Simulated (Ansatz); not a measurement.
Geometry optimisation, Ansatz, RKS PBE0/cc-pVDZ.

input.yaml

```yaml
crystal:
  periodic: [false, false, false]
  atoms:
    - { symbol: C, position_ang: [-0.8908, 1.1257, 0.4527] }
    - { symbol: B, position_ang: [0.5041, 0.9517, -0.1775] }
    - { symbol: P, position_ang: [1.4093, -0.7197, 0.0468] }
    - { symbol: "N", position_ang: [0.2117, -1.7029, -0.6779] }
    - { symbol: H, position_ang: [-1.2839, 2.1947, 0.2061] }
    - { symbol: H, position_ang: [-0.9008, 1.0365, 1.5381] }
    - { symbol: H, position_ang: [-1.6219, 0.4468, -0.0025] }
    - { symbol: H, position_ang: [1.0817, 1.8598, -0.7488] }
    - { symbol: H, position_ang: [0.9779, -0.8975, 1.4648] }
    - { symbol: H, position_ang: [-0.39913, -2.14012, 0.05505] }
    - { symbol: H, position_ang: [-0.3722, -1.17341, -1.31489] }
basis:
  gaussian: { orbitals: cc-pVDZ }
hamiltonian:
  xc: pbe0
relax:
  f_tol: 0.015
  max_steps: 40
```

Launched with:

```bash
$ ansatz run input.yaml --threads 2 --pin off --max-ram 3072MiB --backend cpu --events-out ev --progress --plain --runs-dir out
```

**Question.** Where does it end, and by what steps?

**Answer.** The run converged. After 22 steps the energy has fallen by 1.129 eV; H9 moved furthest, 1.59 Å.

```csv
step,energy less start (eV),largest force component (eV/Å),accepted
0,0.0000,2.836,yes
1,-0.2790,1.165,yes
2,-0.4070,1.250,yes
3,-0.4742,0.894,yes
4,-0.5297,0.927,yes
5,-0.6330,0.474,yes
6,-0.7288,0.502,yes
7,-0.8269,0.628,yes
8,-0.9222,0.610,yes
9,-1.0075,0.497,yes
10,-1.0133,0.952,yes
11,-1.0793,0.528,yes
12,-1.0882,0.548,yes
13,-1.1156,0.242,yes
14,-1.1227,0.099,yes
15,-1.1253,0.097,yes
16,-1.1267,0.094,yes
17,-1.1279,0.081,yes
18,-1.1285,0.070,yes
19,-1.1288,0.059,yes
20,-1.1290,0.026,yes
21,-1.1289,0.033,no
22,-1.1291,0.005,yes
```

```xyz
11
Properties=species:S:1:pos:R:3
C -1.097 1.299 0.313
B 0.434 0.979 0.291
P 1.185 -0.555 -0.478
N 0.117 -1.922 -0.397
H -1.307 2.244 -0.217
H -1.400 1.486 1.360
H -1.748 0.512 -0.098
H 1.239 1.804 0.666
H 2.208 -0.894 0.456
H -0.657 -1.821 0.257
H -0.260 -2.150 -1.313
```

Whether the end is a true minimum wasn't checked by a vibrational analysis.

The run took 46 s on 2 threads of Arm Neoverse V2, with other jobs on the host, peak memory 0.19 GiB.
